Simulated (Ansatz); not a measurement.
`P[SiH]1CS1` + `CB(N)F` → `F[SiH]1CS1` + `CB(N)P`  (redistribution)

Gas-phase electronic energies from Ansatz, PBE0-D4/def2-TZVP geometries. CBS: MP2 limit from def2 TZ/QZ plus the TZ coupled-cluster correction, frozen cores. Functionals use def2-TZVPP. HSE06 is defined as in plane-wave codes. Each species was taken in one conformer, which may not be the lowest.

```tsv
level	ΔE (kJ/mol)
PBE0-D4	28.6
r2SCANh-D4	24.6
BHLYP-D4	24.0
r2SCAN	23.8
PBE0	28.1
HSE06	28.5
CAM-B3LYP	21.1
CCSD(T)/def2-SVP	41.5
```

What does CCSD(T)/CBS give? (Best estimate.)

Computed: +19.2 kJ/mol. The listed levels differ from it by 9.4, 5.4, 4.8, 4.6, 8.9, 9.3, 1.9, 22.3 kJ/mol.

Largest T1 diagnostic among the species: 0.013.

Leaving LDA and LC-ωPBE aside and taking each functional with its dispersion term where it has one, the values, not all of them listed here, spread over 7.8 kJ/mol, from ωB97X-V to HSE06-D4. At CCSD(T), def2-SVP lies +22.3 kJ/mol from the extrapolated value and def2-TZVPP +2.7 kJ/mol.
